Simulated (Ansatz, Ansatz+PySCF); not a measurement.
```xyz
4

F     0.0000   -0.4150   -1.2896
H     0.0000    0.4916   -0.8625
F     0.0000    0.4150    1.2896
H     0.0000   -0.4916    0.8625
```

Basis set: def2-SVP (spherical functions). Correlated methods keep 2 orbitals frozen. Charge 0, multiplicity 1.

Computed with Ansatz (development build ahead of 0.2.0); each method stands on the lowest determinant of its kind that the runs found. Restricted open shells among the atoms or ions are ROHF, correlated in semicanonical orbitals with singles.

The atomization energy at this shape (free ground-state atoms in the same class of orbitals less the molecule, no zero-point energy) of singlet H₂F₂:

| method | atomization energy |
| --- | --- |
| RHF-CCSD(T) | 1076.2 kJ/mol |
| RHF-MP2 | 1103.6 kJ/mol |
| UHF | 756.5 kJ/mol |

(1) What does RHF give?

Answers

(1) 775.3 kJ/mol. Caution: the shape is not the minimum.
